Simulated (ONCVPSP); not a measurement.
## Configuration tests for beryllium (Be) (ONCV)

```json
{
 "Element": "beryllium",
 "Generator": "ONCVPSP 4.0.1",
 "Type": "optimised norm-conserving Vanderbilt (ONCV)",
 "Functional": "PBE",
 "Relativity": "fully relativistic",
 "Frozen core": "[He]",
 "Valence charge": "2",
 "Reference configuration": "2s1.75 2p0.25",
 "Partial waves": "2s: rc 1.50 bohr, ncon 3, nbas 7, qcut 3.5 1/bohr, local; 2p: rc 4.00 bohr, ncon 5, nbas 10, qcut 3.1 1/bohr, 1 projector; d scattering state at 0.27 Ha: rc 3.95 bohr, ncon 4, nbas 8, qcut 2.1 1/bohr, 1 projector",
 "Local potential": "the s channel",
 "Core correction": "polynomial model core, fcfact 0.25"
}
```

Open shells are filled in proportion to 2j + 1.

Energies are relative to the spin-unpolarised reference configuration 2s1.75 2p0.25; without spin polarisation the order of configurations can differ from experiment.

Give the all-electron excitation energy and the error of the potential for: 2s2 2p0; 2s1 2p0; 2s1.5 2p0; 2s0 2p1.

| valence configuration | charge | ΔE all-electron (eV) | error AE − PS (meV) |
| --- | --- | --- | --- |
| 2s2 2p0 | 0 | -0.899 | -1.3 |
| 2s1 2p0 | +1 | 8.651 | +27 |
| 2s1.5 2p0 | +0.5 | 2.862 | +8.4 |
| 2s0 2p1 | +1 | 12.561 | -145 |

Levels in the configuration 2s1 2p0:

```tsv
level	all-electron (eV)	pseudo (eV)
2s j=1/2	-13.700	-13.649
```
